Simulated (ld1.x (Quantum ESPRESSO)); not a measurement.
Fe (Z = 26), TM: configuration errors across variants

```json
{
 "Element": "iron (Fe)",
 "Generator": "ld1.x (Quantum ESPRESSO) 7.5",
 "Type": "norm-conserving Troullier–Martins (Kleinman–Bylander form)",
 "Functional": "LDA (PZ)",
 "Relativity": "scalar-relativistic",
 "Frozen core": "[Ar]",
 "Valence charge": "8",
 "Reference configuration": "3d6 4s2 4p0",
 "Partial waves": "4s (bound): rc 2.65 bohr; 4p (bound, empty): rc 3.40 bohr; 3d (bound): rc 0.95 bohr",
 "Local potential": "all-electron potential smoothed inside 0.75 bohr (lloc = -1)",
 "Core correction": "Bessel-smoothed model core inside 0.90 bohr"
}
```

All-electron excitation energies from the reference (eV): (1) 3d6 4s1 4p0 8.981; (2) 3d6 4s0 4p0 25.473; (3) 3d5 4s0 4p0 60.002; (4) 3d6 4s1.5 4p0 3.596; (5) 3d7 4s1 4p0 -0.829; (6) 3d6 4s1 4p1 4.178; (7) 3d6 4s2 4p0 spin -3.389; (8) 3d6 4s1 4p0 spin 4.814.

Spin tests fill each open shell by Hund’s rule, majority spin first.

Tests that are not counted but printed errors over 1 eV. “base”: 3d5 4s2 4p1 (solver errors, printed error -403 eV). “wave 4s (bound): rc 2.65 bohr becomes 4s (bound): rc 2.62 bohr”: 3d5 4s2 4p1 (solver errors, printed error -403 eV). “all radii but the core radius scaled by about 1.16 (s 3.06, p 3.94, d 1.10 bohr); local potential all-electron potential smoothed inside 0.86 bohr (lloc = -1)”: 3d5 4s2 4p1 (solver errors, printed error -2.9 eV). “wave 3d (bound): rc 0.95 bohr becomes 3d (bound): rc 1.38 bohr”: 3d5 4s2 4p1 (solver errors, printed error -432 eV).

A true bound ghost makes a file unfit for plane-wave use even where its test errors are small: the radial tests pick states by their node count and pass the ghost by. Where a test does run into it, the solver fails or the error is huge.

Errors AE − PS in meV (a dash: test not solved or not reliable):

| change | (1) | (2) | (3) | (4) | (5) | (6) | (7) | (8) | bound ghosts |
| --- | --- | --- | --- | --- | --- | --- | --- | --- | --- |
| base | -6.5 | -55 | -217 | -1.3 | -98 | -1.1 | +44 | +28 | s, p |
| wave 4s (bound): rc 2.65 bohr becomes 4s (bound): rc 2.62 bohr | -6.5 | -55 | -217 | -1.3 | -98 | -1.1 | +44 | +28 | s, p |
| all radii but the core radius scaled by about 1.16 (s 3.06, p 3.94, d 1.10 bohr); local potential all-electron potential smoothed inside 0.86 bohr (lloc = -1) | -7.8 | -78 | -398 | -1.3 | -58 | -2.1 | +67 | +64 | s, p |
| wave 3d (bound): rc 0.95 bohr becomes 3d (bound): rc 1.38 bohr | -5.4 | -48 | -222 | -1.1 | -94 | -0.8 | +98 | +85 | s, p |
| local potential all-electron potential smoothed inside 3.94 bohr (lloc = -1) | -18 | -67 | – | -4.2 | – | -9.1 | – | – | p |
| type PAW; waves now 4s (bound): rcut 2.30, rcutus 2.65 bohr; 4s channel at 4.05 Ry: rcut 2.30, rcutus 2.65 bohr; 4p (bound): rcut 2.95, rcutus 3.40 bohr; 4p channel at 0.35 Ry: rcut 2.95, rcutus 3.40 bohr; 3d (bound): rcut 0.85, rcutus 0.95 bohr; 3d channel at 0.65 Ry: rcut 0.85, rcutus 0.95 bohr; local potential all-electron potential smoothed inside 3.25 bohr (lloc = -1); augmentation BESSEL, radius 0.80 bohr | -1.2 | -14 | -295 | -0.4 | -74 | -0.5 | – | – | none |

Task: Give the same row for: local potential all-electron potential smoothed inside 2.80 bohr (lloc = -1).

Result: -8.1, –, –, -1.7, -208, -1.4, –, +22; bound ghosts: none.
